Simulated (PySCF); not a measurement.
Species: C5H12Si.
Atom-mapped SMILES: `[CH3:1][CH2:2][CH2:3][C@@H:4]1[CH2:5][SiH2:6]1` (hydrogens: H7, H8, H9 on C1; H10, H11 on C2; H12, H13 on C3; H14 on C4; H15, H16 on C5; H17, H18 on Si6)

Cartesian coordinates in Å at the PBE0-D3(BJ)/def2-SVP level; atoms count from 1:
```xyz
18
C5H12Si angstrom
C     -2.371    0.360    0.778
C     -1.157    0.092   -0.098
C      0.090    0.847    0.352
C      1.306    0.561   -0.503
C      2.009   -0.799   -0.345
Si     3.058    0.665    0.134
H     -2.183    0.060    1.822
H     -3.256   -0.193    0.428
H     -2.630    1.431    0.786
H     -1.383    0.365   -1.144
H     -0.937   -0.990   -0.113
H      0.308    0.589    1.405
H     -0.115    1.932    0.349
H      1.180    0.867   -1.551
H      1.631   -1.441    0.459
H      2.238   -1.359   -1.259
H      4.146    1.113   -0.771
H      3.282    0.931    1.578
```

Computed with core-valence-separated Tamm–Dancoff BHandHLYP/aug-pcX-1 (pcseg-1 on H, def2-SVPD on Si) in PySCF, non-relativistic, gas phase, PBE0-D3(BJ)/def2-SVP geometry. Absolute energies from this functional tend to lie a few eV below measured edges; no shift was applied.

Question: What does the C 1s absorption edge look like?

Answer: 
```json
{"E (eV)": "284.63", "f": "0.0278", "core hole on": "C5", "main final orbital": "LUMO (57 %)"}
{"E (eV)": "284.72", "f": "0.0361", "core hole on": "C4", "main final orbital": "LUMO (46 %)"}
{"E (eV)": "285.18", "f": "0.0083", "core hole on": "C1", "main final orbital": "LUMO+1 (82 %)"}
{"E (eV)": "285.46", "f": "0.0147", "core hole on": "C2", "main final orbital": "LUMO+1 (41 %)"}
{"E (eV)": "285.56", "f": "0.0171", "core hole on": "C3", "main final orbital": "LUMO+1 (36 %)"}
{"E (eV)": "285.57", "f": "0.0162", "core hole on": "C5", "main final orbital": "LUMO+2 (46 %)"}
{"E (eV)": "285.64", "f": "0.0194", "core hole on": "C4", "main final orbital": "LUMO+2 (60 %)"}
{"E (eV)": "285.81", "f": "0.0220", "core hole on": "C5", "main final orbital": "spread"}
{"E (eV)": "285.89", "f": "0.0164", "core hole on": "C2", "main final orbital": "LUMO (33 %)"}
{"E (eV)": "285.93", "f": "0.0273", "core hole on": "C1", "main final orbital": "spread"}
{"E (eV)": "285.96", "f": "0.0293", "core hole on": "C1", "main final orbital": "LUMO+4 (32 %)"}
{"E (eV)": "286.01", "f": "0.0282", "core hole on": "C3", "main final orbital": "spread"}
{"E (eV)": "286.41", "f": "0.0014", "core hole on": "C2", "main final orbital": "LUMO+1 (46 %)"}
{"E (eV)": "286.42", "f": "0.0038", "core hole on": "C3", "main final orbital": "LUMO (44 %)"}
{"E (eV)": "286.51", "f": "0.0026", "core hole on": "C1", "main final orbital": "LUMO+2 (35 %)"}
{"E (eV)": "286.55", "f": "0.0066", "core hole on": "C5", "main final orbital": "spread"}
{"E (eV)": "286.64", "f": "0.0062", "core hole on": "C4", "main final orbital": "LUMO (40 %)"}
{"E (eV)": "286.68", "f": "0.0039", "core hole on": "C2", "main final orbital": "LUMO+3 (42 %)"}
{"E (eV)": "286.70", "f": "0.0017", "core hole on": "C5", "main final orbital": "spread"}
{"E (eV)": "286.75", "f": "0.0013", "core hole on": "C4", "main final orbital": "LUMO+3 (46 %)"}
{"E (eV)": "286.76", "f": "0.0025", "core hole on": "C3", "main final orbital": "LUMO+2 (70 %)"}
{"E (eV)": "286.83", "f": "0.0008", "core hole on": "C4", "main final orbital": "LUMO+1 (60 %)"}
{"E (eV)": "286.90", "f": "0.0057", "core hole on": "C1", "main final orbital": "LUMO (72 %)"}
```

The first line with a tenth or more of the strongest one's intensity is at 284.63 eV (f = 0.028), with the hole on C5 (sp3 carbon bound to silicon). The strongest listed is at 284.72 eV (f = 0.036; C4).

Roots within 0.03 eV whose holes lie on the same, on equivalent or on shared atoms are summed into one line, and the highest roots are left out, as the search may have cut off their partners. Final orbitals are the ground state's empty Kohn–Sham orbitals.

Question: What is the summed oscillator strength of the listed C K lines, and their intensity-weighted mean energy?

Answer: Σf = 0.299 over 23 lines from 284.63 to 286.90 eV; the weighted mean is 285.65 eV. The strongest line holds 12 % of the sum.

The list ends where the root search ended, not at a threshold.

One conformer stands for the species.
